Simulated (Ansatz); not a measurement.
Total energies of `C[SiH](F)S[SiH3]`.

```xyz
12

C    -0.201    1.835   -0.238
Si   -1.027    0.439    0.650
F    -1.943   -0.347   -0.405
S     0.339   -0.926    1.544
Si    1.065   -1.903   -0.218
H     0.456    1.470   -1.030
H    -0.950    2.493   -0.687
H     0.399    2.420    0.463
H    -1.896    0.911    1.753
H     2.379   -2.487    0.146
H     1.239   -0.929   -1.326
H     0.142   -2.977   -0.653
```

Charge 0, multiplicity 1. Geometry: relaxed with PBE0-D4/def2-TZVP. It is one conformer, not always the lowest. Basis def2-TZVPP, the Gaussian-basis code of Ansatz.

RPA on PBE orbitals: Hartree–Fock energy of these orbitals -1116.94338 Eh, correlation -1.45135 Eh (frozen core).

```csv
functional,energy without D4 (Eh),D4 term (kJ/mol)
CAM-B3LYP,-1119.53718,-27.5
PBE-QIDH,-1118.76377,–
```

Q: Give the same for LDA (SPW92), PBE, revPBE, BLYP, r2SCAN, B97M-V, PBE0, B3LYP, r2SCANh, r2SCAN0, HSE06 (plane-wave form), BHLYP, LC-ωPBE, ωB97X-V, ωB97M-V, B2PLYP. (An estimate is asked.)

A: Computed: 
```
             functional  energy without D4 (Eh)  D4 term (kJ/mol)
            LDA (SPW92)             -1114.81971                 –
                    PBE             -1118.92617             -31.1
                 revPBE             -1119.31227             -84.2
                   BLYP             -1119.50773             -66.9
                 r2SCAN             -1119.41738              -7.6
                 B97M-V             -1119.28171                 –
                   PBE0             -1119.03051             -26.6
                  B3LYP             -1119.62650             -50.5
                r2SCANh             -1119.40641              -8.2
                r2SCAN0             -1119.39119              -9.1
HSE06 (plane-wave form)             -1119.00294             -25.1
                  BHLYP             -1119.50053             -41.5
                LC-ωPBE             -1119.19082                 –
                ωB97X-V             -1119.36819                 –
                ωB97M-V             -1119.44252                 –
                 B2PLYP             -1119.10026                 –
```

B3LYP takes the VWN-RPA correlation (the form of Gaussian; ORCA's B3LYP/G). HSE06 is the plane-wave form, built on full-range PBE exchange. The double hybrids freeze the cores in their second-order part.

LC-ωPBE has ω = 0.4 bohr⁻¹.
